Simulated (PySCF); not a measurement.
## Correlation energy of Ge(2+) (germanium, charge +2)

[Ar] 3d10 4s2, closed-shell 1S. All numbers are calculated (PySCF 2.14, scalar relativity through the core potential, in aug-cc-pwCVDZ-PP with ECP10MDF (6s5p4d1f, 48 functions)). Frozen: 3s2 3p6 3d10; 2 electrons correlated.

With two correlated electrons CCSD is exact within the correlated space (frozen core and kept virtual orbitals).

```
level  correlation energy (mhartree)
 CCSD                         -39.03
```

Diagnostics: T1 = 0.0043, D1 = 0.0061, largest double amplitude 0.102.

Cost of the coupled-cluster step: about 0.09 core-seconds, for 2 correlated electrons.

Iterations:

```
CC2 = 0
CCSD nocc = 1, nmo = 39
frozen orbitals [0, 1, 2, 3, 4, 5, 6, 7, 8]
max_cycle = 100
direct = 0
conv_tol = 1e-08
conv_tol_normt = 1e-06
diis_space = 8
diis_start_cycle = 0
Init t2, MP2 energy = -292.537491549146  E_corr(MP2) -0.0273764082741903
Init E_corr(CCSD) = -0.0273764082747227
cycle = 1  E_corr(CCSD) = -0.0347244010145676  dE = -0.00734799274  norm(t1,t2) = 0.0417763
cycle = 2  E_corr(CCSD) = -0.0373028919351736  dE = -0.00257849092  norm(t1,t2) = 0.0168067
cycle = 3  E_corr(CCSD) = -0.0390370320841885  dE = -0.00173414015  norm(t1,t2) = 0.00711268
cycle = 4  E_corr(CCSD) = -0.0390268680230841  dE = 1.01640611e-05  norm(t1,t2) = 0.000225665
cycle = 5  E_corr(CCSD) = -0.0390282667180369  dE = -1.39869495e-06  norm(t1,t2) = 1.73211e-05
cycle = 6  E_corr(CCSD) = -0.0390270934386401  dE = 1.1732794e-06  norm(t1,t2) = 3.70441e-06
cycle = 7  E_corr(CCSD) = -0.0390273269652889  dE = -2.33526649e-07  norm(t1,t2) = 8.46079e-07
cycle = 8  E_corr(CCSD) = -0.0390273181381405  dE = 8.82714833e-09  norm(t1,t2) = 7.86127e-08
CCSD converged
E(CCSD) = -292.5491424590102  E_corr = -0.03902731813814053
```
